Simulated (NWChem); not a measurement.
BHOClF; SMILES OB(F)Cl

```xyz
5

B      0.0198    -0.4210     0.0000
F     -1.1253    -1.0911     0.0000
Cl    -0.0253     1.3311     0.0000
O      1.1993    -1.0571     0.0000
H      1.1046    -2.0168     0.0000
```
Atoms are numbered in this order, from 1.

All runs: NWChem. Pople sets run with spherical d functions. Structure relaxed at the PBE0/def2-SVP level. Core excitations by TDA in a window of 1s orbitals, non-relativistic and unshifted: absolute energies depend strongly on the exact-exchange share.

```
level                         first 1s excitation (eV)  dipole oscillator strength of the first
----------------------------  ------------------------  ---------------------------------------
O K edge, PBE0/cc-pVTZ                             ___                                      ___
O K edge, BHandHLYP/6-311G**                     532.8                                   0.0247
Cl K edge, PBE0/6-311G**                        2766.8                                   0.0013
Cl K edge, PBE/6-311G**                         2739.6                                   0.0009
```

Some entries are withheld; supply them.


- O K edge, PBE0/cc-pVTZ, first 1s excitation (eV): 522.0
- O K edge, PBE0/cc-pVTZ, dipole oscillator strength of the first: 0.0181
